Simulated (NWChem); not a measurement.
Molecule: AlNH4; SMILES [NH2][AlH2]

```xyz
6

Al     0.0000     0.0000     0.6739
H     -0.5771    -1.2809     1.4109
H      0.5771     1.2809     1.4109
N      0.0000     0.0000    -1.1071
H      0.3416     0.7581    -1.6855
H     -0.3416    -0.7581    -1.6855
```
Atoms are numbered in this order, from 1.

Results from NWChem. Pople sets run with spherical d functions. The geometry was optimised at B3LYP/6-31G* (spherical d). Vzz is the largest principal value of the second derivative of the potential at the nucleus (NWChem prints the opposite sign); η is the asymmetry. Non-relativistic.

```tsv
level	Vzz Al1 (a.u.)	η Al1	Vzz N4 (a.u.)	η N4
CAM-B3LYP/def2-TZVP	(withheld)	0.06	(withheld)	0.75
CAM-B3LYP/6-31G*	0.934	0.09	-0.671	0.68
Hartree-Fock/def2-TZVP	1.278	0.04	-0.689	0.77
Hartree-Fock/6-31G*	0.980	0.06	-0.715	0.69
```

### Question
Fill in the missing entries.

### Answer

- CAM-B3LYP/def2-TZVP, Vzz Al1 (a.u.): 1.250
- CAM-B3LYP/def2-TZVP, Vzz N4 (a.u.): -0.665
